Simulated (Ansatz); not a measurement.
Frontier orbitals of C2H9InO, SMILES `[CH3][InH-]([CH3])[OH2+]`.

Cartesian coordinates in Å:
```
C 0.703 0.993 1.591
In 0.688 -0.581 0.095
C -1.194 -1.567 -0.353
O 0.331 1.058 -1.717
H 0.891 0.571 2.581
H -0.256 1.514 1.633
H 1.494 1.720 1.393
H 2.181 -1.273 -0.452
H -1.337 -2.427 0.307
H -2.043 -0.895 -0.205
H -1.213 -1.941 -1.380
H -0.512 0.885 -2.148
H 0.268 1.943 -1.344
```

Charge 0, multiplicity 1. Correlated methods include outer-core shells of In, which these sets cover unevenly. In takes the def2 core potential. All single points use the PBE0-D4/def2-TZVP geometry. It is one conformer, not always the lowest. Basis def2-TZVPP, Ansatz 0.2.0.

Orbital energies of one run (eV). Highest occupied ones, from the top: -9.01, -9.23, -12.15, -12.86, -12.95, -13.03, -13.14, -13.83, -15.64, -18.98, -20.74, -21.03, -22.73, -22.76. Empty: 0.82, 1.54, 1.61, 2.22, 3.56, 3.62.

Task: Which functional gave them?
A. ωB97M-V
B. LC-ωPBE
C. r2SCAN0
D. PBE0

Result: A. HOMO energies: ωB97M-V -9.01, r2SCAN0 -6.96, LC-ωPBE -9.49, PBE0 -6.81 eV.

LC-ωPBE has ω = 0.4 bohr⁻¹.
